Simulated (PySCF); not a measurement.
B3LYP has the VWN-RPA correlation part, as in Gaussian. 

**C$_{3}$H$_{6}$Si, SMILES `C1C(C=1)[SiH3]` (charge 0, multiplicity 1)**

Calculation: B3LYP-D3(BJ)/def2-TZVP (PySCF).

- HOMO: -6.82 eV
- dipole moment: 0.279 e·Å
- HOMO–LUMO gap: 6.29 eV
- LUMO: -0.53 eV
- total energy: -407.4010 Ha
- cost: about 50 core-seconds (a rough figure)

```xyz
10

Si     1.4471     0.0858     0.3885
C     -0.2427    -0.4333    -0.2244
C     -1.4065     0.5439    -0.3188
C     -1.4918    -0.3066     0.6369
H      1.2949     1.1951     1.3623
H      2.1477    -1.0433     1.0534
H      2.3072     0.5460    -0.7323
H     -0.2346    -1.2505    -0.9509
H     -1.8057     1.3770    -0.8676
H     -2.0157    -0.7141     1.4820
```
